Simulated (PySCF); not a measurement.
PySCF 2.14 output of a UHF calculation on a single atom or ion in def2-SVP with the def2 core potential (28 electrons) (5s3p2d1f, 31 functions), with scalar relativity through the core potential:

```
SCF conv_tol = 1e-09
number electrons alpha = 9  beta = 6
cycle= 1 E= -93.8656542865874  delta_E= -0.0058  |g|= 0.025  |ddm|= 0.0471
cycle= 2 E= -93.8658403028128  delta_E= -0.000186  |g|= 0.00507  |ddm|= 0.0102
cycle= 3 E= -93.8658533244818  delta_E= -1.3e-05  |g|= 0.000872  |ddm|= 0.00469
cycle= 4 E= -93.8658544555972  delta_E= -1.13e-06  |g|= 0.000364  |ddm|= 0.00175
cycle= 5 E= -93.8658546639146  delta_E= -2.08e-07  |g|= 3.83e-05  |ddm|= 0.00104
cycle= 6 E= -93.8658546651618  delta_E= -1.25e-09  |g|= 4.72e-06  |ddm|= 7.03e-05
cycle= 7 E= -93.8658546651951  delta_E= -3.33e-11  |g|= 4.37e-07  |ddm|= 1.21e-05
converged SCF energy = -93.8658546651951  <S^2> = 3.7547795  2S+1 = 4.0023891
```

The run itself started from symmetry-adapted Hartree-Fock orbitals and held the occupation by maximum overlap, so the iterations belong to that start.

Question: Which element, charge and spin multiplicity is this?

Answer: Ru⁺ (ruthenium, charge +1), multiplicity 4; the state was [Kr] 4d7, high-spin 4F determinant.

Energies and moments cover only the electrons outside the core potential.
